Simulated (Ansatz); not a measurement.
One geometry of F$_{2}$HOSV (`[OH][V]([F])([F])=[S]`), several functionals.

```yaml
crystal:
  periodic: [false, false, false]
  atoms:
    - {symbol: O, position_ang: [-1.016054, 0.225824, 0.876123]}
    - {symbol: V, position_ang: [0.224882, -0.290540, -0.218687]}
    - {symbol: F, position_ang: [1.319437, -1.328111, 0.604659]}
    - {symbol: F, position_ang: [-0.489557, -1.114485, -1.546540]}
    - {symbol: S, position_ang: [1.205811, 1.306957, -0.884927]}
    - {symbol: H, position_ang: [-1.202318, 1.136354, 1.123173]}
basis:
  gaussian: {orbitals: def2-TZVPP}
hamiltonian: {xc: {name: B3LYP}, dispersion: d4}
output: {forces: true, orbitals: {seedname: orbitals}}
```

```sh
$ ansatz run in.yaml --threads 4 --pin off --events-out ev --progress --plain
```

Shortened log:

```
Functional definition: B3LYP
1338 factors; their error is unknown
mean field evaluation 1: about -44020.9752 eV, gradient 7.7e1 eV
mean field evaluation 2: about -43858.1816 eV, gradient 3.5e2 eV
mean field evaluation 4: about -43998.9424 eV, gradient 1.4e2 eV
mean field evaluation 8: about -44029.9790 eV, gradient 1.9e-1 eV
mean field -44029.97911570 eV, -1618.0718879102 hartree, gradient 1.2e-5 eV, S^2 0.000000; 0 other end points of the search recorded, 0 dependent functions left out
reference -44029.97935738 eV, -1618.0718967918 hartree; 33, 33 occupied and 180, 180 virtual orbitals, 1338 factors
Total energy: -44030.21212344 eV, -1618.0804507867 hartree
Atom 0 at    -1.016054     0.225824     0.876123 Å, force    -0.341539     0.144079     0.301515 eV/Å
Atom 1 at     0.224882    -0.290540    -0.218687 Å, force     0.002403    -0.022075    -0.004213 eV/Å
Atom 2 at     1.319437    -1.328111     0.604659 Å, force     0.323888    -0.310207     0.242098 eV/Å
Atom 3 at    -0.489557    -1.114485    -1.546540 Å, force    -0.210212    -0.247134    -0.393038 eV/Å
Atom 4 at     1.205811     1.306957    -0.884927 Å, force     0.264119     0.411372    -0.181252 eV/Å
Atom 5 at    -1.202318     1.136354     1.123173 Å, force    -0.038660     0.023965     0.034890 eV/Å
Dipole moment:    -0.192935     0.431625     0.205106 e Å
```

Hardware: 4 threads of a server CPU on a shared host. Wall time 9 s, peak host memory 0.64 GiB.

Changing it to `hamiltonian: {xc: {name: r2SCAN0}, dispersion: d4}` and no forces (abridged; 8 s):

```
Functional definition: r2SCAN0
mean field evaluation 16: about -44021.7002 eV, gradient 9.1e-4 eV
mean field -44021.70019948 eV, -1617.7676433509 hartree, gradient 1.0e-5 eV, S^2 0.000000
Total energy: -44021.73891539 eV, -1617.7690661341 hartree
```

The same input with `hamiltonian: {xc: r2scan, dispersion: d4}` (abridged; 8.5 s):

```
Functional definition: r2SCAN
mean field -44025.28002485 eV, -1617.8991995065 hartree, gradient 1.1e-5 eV, S^2 0.000000
Total energy: -44025.31206399 eV, -1617.9003769234 hartree
Atom 0 force    -0.327823     0.053967     0.281032 eV/Å
Atom 1 force    -0.085936    -0.286551     0.043809 eV/Å
Atom 2 force     0.196760    -0.203530     0.156202 eV/Å
Atom 3 force    -0.138111    -0.163985    -0.242018 eV/Å
Atom 4 force     0.346713     0.554485    -0.236495 eV/Å
Atom 5 force     0.008397     0.045614    -0.002531 eV/Å
Dipole moment:    -0.224887     0.373913     0.226244 e Å
```

Changing it to `hamiltonian: {xc: {name: PBE-QIDH}}` and no forces (abridged; 14 s):

```
Functional definition: PBE-QIDH
mean field evaluation 16: about -43989.0292 eV, gradient 2.1e-2 eV
mean field evaluation 32: about -43989.0292 eV, gradient 4.5e-6 eV
mean field -43989.02921167 eV, -1616.5670066940 hartree, gradient 4.4e-6 eV, S^2 0.000000; unrestricted orbitals would lower it
13 core orbitals not correlated: weight in the atoms' cores, before any rotation towards them, 1.000 or more for the frozen orbitals, at most 0.000 for the correlated occupied ones
second order -50.42905132 eV of doubles, -0.00000000 eV of singles
Total energy: -44005.83890845 eV, -1617.1847516565 hartree
```

Changing it to `hamiltonian: {xc: {name: r2SCANh}, dispersion: d4}` and no forces (abridged; 9 s):

```
Functional definition: r2SCANh
mean field -44023.81136616 eV, -1617.8452272952 hartree, gradient 1.4e-5 eV, S^2 0.000000
Total energy: -44023.84602216 eV, -1617.8465008797 hartree
```

Changing it to `hamiltonian: {xc: lda}` and no forces (abridged; 2.2 s):

```
Functional definition: SPW92
mean field evaluation 16: about -43886.3440 eV, gradient 3.4e-4 eV
mean field -43886.34399532 eV, -1612.7933945955 hartree, gradient 6.6e-5 eV, S^2 0.000000
Total energy: -43886.34403565 eV, -1612.7933960776 hartree
```

B3LYP takes the VWN-RPA correlation (the form of Gaussian; ORCA's B3LYP/G).
